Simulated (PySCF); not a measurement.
H$_{3}$O$_{4}$P, charge -1, doublet, at a GFN2-xTB geometry (a state made from the parent by changing its charge; the spin is typed, not shown lowest) (in this run its highest filled SCF level lies above zero, so its values depend strongly on the basis, on diffuse functions most of all); PBE/def2-SV(P) (PySCF).

PySCF was given this input:
```python
from pyscf import gto, scf, dft

mol = gto.M(
    atom='''
O     0.657389    0.789943    1.571700
P     0.055380   -0.139660    0.159987
O     1.302398   -0.335487   -0.637607
O    -1.189929   -1.283829   -0.808857
O    -0.811822    1.160527   -0.360885
H     1.599345    0.733667    1.432794
H    -0.646154   -2.042971   -1.001156
H    -1.448186    0.754976   -0.946247
''',
    basis='def2-sv(p)',
    charge=-1,
    spin=1,
    verbose=4,
)

mf = dft.UKS(mol)
mf.xc = 'pbe'
mf.kernel()
mf.analyze()
```

Output, abridged:

```
PySCF version 2.14.0

[INPUT] verbose = 4
[INPUT] num. atoms = 8
[INPUT] num. electrons = 51
[INPUT] charge = -1
[INPUT] spin (= nelec alpha-beta = 2S) = 1
[INPUT] symmetry False subgroup None
[INPUT] Mole.unit = angstrom
[INPUT] Symbol           X                Y                Z      unit          X                Y                Z       unit  Magmom
[...]
nuclear repulsion = 262.039858129245
number of shells = 38
number of NR pGTOs = 144
number of NR cGTOs = 80
basis = def2-sv(p)
ecp = {}

******** <class 'pyscf.dft.uks.UKS'> ********
method = UKS
initial guess = minao
damping factor = 0
level_shift factor = 0
DIIS = <class 'pyscf.scf.diis.CDIIS'>
diis_start_cycle = 1
diis_space = 8
diis_damp = 0
SCF conv_tol = 1e-09
SCF conv_tol_grad = None
SCF max_cycles = 50
direct_scf = True
direct_scf_tol = 1e-13
number electrons alpha = 26  beta = 25
XC library pyscf.dft.libxc version 7.1.2
    S. Lehtola, C. Steigemann, M. J. T. Oliveira, and M. A. L. Marques,  SoftwareX 7, 1–5 (2018)
XC functionals = pbe
    J. P. Perdew, K. Burke, and M. Ernzerhof,  Phys. Rev. Lett. 77, 3865 (1996)
    J. P. Perdew, K. Burke, and M. Ernzerhof,  Phys. Rev. Lett. 78, 1396 (1997)
    J. P. Perdew, K. Burke, and M. Ernzerhof,  Phys. Rev. Lett. 77, 3865 (1996)
    J. P. Perdew, K. Burke, and M. Ernzerhof,  Phys. Rev. Lett. 78, 1396 (1997)
radial grids:
    Treutler-Ahlrichs [JCP 102, 346 (1995); DOI:10.1063/1.469408] (M4) radial grids

becke partition: Becke, JCP 88, 2547 (1988); DOI:10.1063/1.454033
pruning grids: <function nwchem_prune>
grids dens level: 3
symmetrized grids: False
atomic radii adjust function: <function treutler_atomic_radii_adjust>
small_rho_cutoff = 0
Set gradient conv threshold to 3.16228e-05
tot grids = 104936
init E= -643.763030411363

cycle= 1 E= -642.784200269217  delta_E= 0.979  |g|= 1.12  |ddm|= 2.26
cycle= 2 E= -640.999676295907  delta_E= 1.78  |g|= 2.26  |ddm|= 3.45
cycle= 3 E= -643.166950462577  delta_E= -2.17  |g|= 0.464  |ddm|= 2.93
cycle= 4 E= -643.24471769055  delta_E= -0.0778  |g|= 0.204  |ddm|= 0.631
cycle= 5 E= -643.258539712725  delta_E= -0.0138  |g|= 0.0681  |ddm|= 0.204
cycle= 6 E= -643.260486735828  delta_E= -0.00195  |g|= 0.0281  |ddm|= 0.0892
cycle= 7 E= -643.260792058043  delta_E= -0.000305  |g|= 0.00889  |ddm|= 0.0297
cycle= 8 E= -643.260821630043  delta_E= -2.96e-05  |g|= 0.00347  |ddm|= 0.0106
cycle= 9 E= -643.260825238605  delta_E= -3.61e-06  |g|= 0.00177  |ddm|= 0.00446
cycle= 10 E= -643.260826621613  delta_E= -1.38e-06  |g|= 0.000192  |ddm|= 0.00199
cycle= 11 E= -643.260826641176  delta_E= -1.96e-08  |g|= 3.83e-05  |ddm|= 0.000267
cycle= 12 E= -643.260826642231  delta_E= -1.05e-09  |g|= 1.35e-05  |ddm|= 7.57e-05
cycle= 13 E= -643.260826642305  delta_E= -7.4e-11  |g|= 8.25e-06  |ddm|= 2.28e-05
Extra cycle  E= -643.260826642219  delta_E= 8.55e-11  |g|= 1.72e-05  |ddm|= 2.16e-05
converged SCF energy = -643.260826642219  <S^2> = 0.75174697  2S+1 = 2.0017462
**** SCF Summaries ****
Total Energy =                        -643.260826642219172
Nuclear Repulsion Energy =             262.039858129244635
One-electron Energy =                -1421.757855906496388
Two-electron Energy =                  516.457171135032581
Two-electron Coulomb Energy =          575.114314034350969
DFT Exchange-Correlation Energy =      -58.657142899318373
**** MO energy ****
                             alpha | beta                alpha | beta
[...]
To work with the spin densities directly, `use mulliken_meta_spin()` only printing them here.

 ** Mulliken spin pop alpha/beta on meta-lowdin orthogonal AOs **
 ** Mulliken Spin Density (per AO)  **
spin_pop of  0 O 1s       -0.00000
spin_pop of  0 O 2s        0.02009
spin_pop of  0 O 3s        0.00143
spin_pop of  0 O 2px       0.00831
spin_pop of  0 O 2py       0.10954
spin_pop of  0 O 2pz       0.01559
spin_pop of  0 O 3px       0.00012
spin_pop of  0 O 3py       0.00040
spin_pop of  0 O 3pz       0.00008
spin_pop of  0 O 3dxy      0.00012
spin_pop of  0 O 3dyz      0.00010
spin_pop of  0 O 3dz^2     0.00007
spin_pop of  0 O 3dxz      0.00001
spin_pop of  0 O 3dx2-y2   -0.00005
spin_pop of  1 P 1s        0.00004
spin_pop of  1 P 2s        0.00473
spin_pop of  1 P 3s        0.20054
spin_pop of  1 P 4s        0.00695
spin_pop of  1 P 2px       0.00000
spin_pop of  1 P 2py       0.00000
spin_pop of  1 P 2pz       0.00001
spin_pop of  1 P 3px       0.04963
spin_pop of  1 P 3py       0.07910
spin_pop of  1 P 3pz       0.12336
spin_pop of  1 P 4px       0.00010
spin_pop of  1 P 4py       0.00001
spin_pop of  1 P 4pz       0.00010
spin_pop of  1 P 3dxy     -0.00005
spin_pop of  1 P 3dyz      0.00684
spin_pop of  1 P 3dz^2     0.00031
spin_pop of  1 P 3dxz      0.00334
spin_pop of  1 P 3dx2-y2    0.00042
spin_pop of  2 O 1s       -0.00000
spin_pop of  2 O 2s        0.00086
spin_pop of  2 O 3s        0.00080
spin_pop of  2 O 2px       0.00737
spin_pop of  2 O 2py       0.04349
spin_pop of  2 O 2pz       0.03888
spin_pop of  2 O 3px      -0.00004
spin_pop of  2 O 3py       0.00092
spin_pop of  2 O 3pz       0.00051
spin_pop of  2 O 3dxy      0.00002
spin_pop of  2 O 3dyz      0.00000
spin_pop of  2 O 3dz^2     0.00002
spin_pop of  2 O 3dxz      0.00005
spin_pop of  2 O 3dx2-y2    0.00002
spin_pop of  3 O 1s       -0.00000
spin_pop of  3 O 2s        0.01681
spin_pop of  3 O 3s        0.00087
spin_pop of  3 O 2px       0.04960
spin_pop of  3 O 2py       0.01204
spin_pop of  3 O 2pz       0.12916
spin_pop of  3 O 3px       0.00026
spin_pop of  3 O 3py       0.00020
spin_pop of  3 O 3pz       0.00012
spin_pop of  3 O 3dxy      0.00003
spin_pop of  3 O 3dyz      0.00003
spin_pop of  3 O 3dz^2     0.00008
spin_pop of  3 O 3dxz      0.00002
spin_pop of  3 O 3dx2-y2    0.00002
spin_pop of  4 O 1s       -0.00000
spin_pop of  4 O 2s        0.00321
spin_pop of  4 O 3s        0.00005
spin_pop of  4 O 2px       0.00145
spin_pop of  4 O 2py       0.02335
spin_pop of  4 O 2pz       0.01439
spin_pop of  4 O 3px       0.00057
spin_pop of  4 O 3py       0.00041
spin_pop of  4 O 3pz       0.00037
spin_pop of  4 O 3dxy      0.00004
spin_pop of  4 O 3dyz     -0.00000
spin_pop of  4 O 3dz^2     0.00001
spin_pop of  4 O 3dxz      0.00003
spin_pop of  4 O 3dx2-y2    0.00002
spin_pop of  5 H 1s        0.01116
spin_pop of  5 H 2s        0.00181
spin_pop of  6 H 1s        0.00237
spin_pop of  6 H 2s        0.00196
spin_pop of  7 H 1s        0.00351
spin_pop of  7 H 2s        0.00190
 ** Mulliken Spin Density (per atom)  **
spin density of  0 O =      0.15582
spin density of  1 P =      0.47542
spin density of  2 O =      0.09291
spin density of  3 O =      0.20924
spin density of  4 O =      0.04390
spin density of  5 H =      0.01297
spin density of  6 H =      0.00433
spin density of  7 H =      0.00541
 ** Mulliken pop alpha/beta on meta-lowdin orthogonal AOs **
 ** Mulliken pop       alpha | beta **
In total            26.00000 | 25.00000
 ** Mulliken atomic charges   ( Nelec_alpha | Nelec_beta ) **
charge of  0O =     -0.69996  (     4.42789      4.27207 )
charge of  1P =      1.14406  (     7.16568      6.69026 )
charge of  2O =     -0.84712  (     4.47001      4.37711 )
charge of  3O =     -0.73392  (     4.47158      4.26234 )
charge of  4O =     -0.66676  (     4.35533      4.31143 )
charge of  5H =      0.25978  (     0.37659      0.36362 )
charge of  6H =      0.25569  (     0.37432      0.36999 )
charge of  7H =      0.28823  (     0.35859      0.35318 )

WARN: System has nonzero charge -1; the dipole moment is origin-dependent.
Location of origin: [0. 0. 0.]

Dipole moment(X, Y, Z, Debye): -0.26410, -0.59051, -0.25746
```
